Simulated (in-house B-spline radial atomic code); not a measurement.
A fraction x of an electron is removed from 4d in the cerium ion Ce²⁺, starting from [Xe] 4f2 and keeping the highest spin. All numbers are computed (scalar-relativistic (X2C) RPBE, spin-polarised, spherical fractional occupations; Fermi nucleus of rms radius 4.8771 fm) with an all-electron radial atomic-structure program (B-spline basis), not measured.

| x | E(x) - E(0) (eV) | 4d down level (eV) |
| --- | --- | --- |
| 0 | 0.0000 | -115.532 |
| 0.17 | 19.8959 | -118.557 |
| 0.34 | 40.3158 | -121.694 |
| 0.47 | ? | ? |
| 0.5 | ? | ? |
| 0.6 | 72.5984 | -126.665 |
| 0.64 | 77.6806 | -127.446 |
| 0.75 | 91.8186 | -129.613 |
| 0.94 | 116.8056 | -133.421 |
| 1 | 124.8474 | -134.639 |

What belongs in the row x = 0.47?

An energy change of 56.2955 eV; 4d down at -124.156 eV.

What belongs in the row x = 0.5?

An energy change of 60.0288 eV; 4d down at -124.731 eV.

Check Janak's theorem between x = 0.17 and 0.34.

The slope of the energy is 120.12 eV; the orbital levels give 120.13 eV (-ε of the emptying orbital, averaged over the two points).
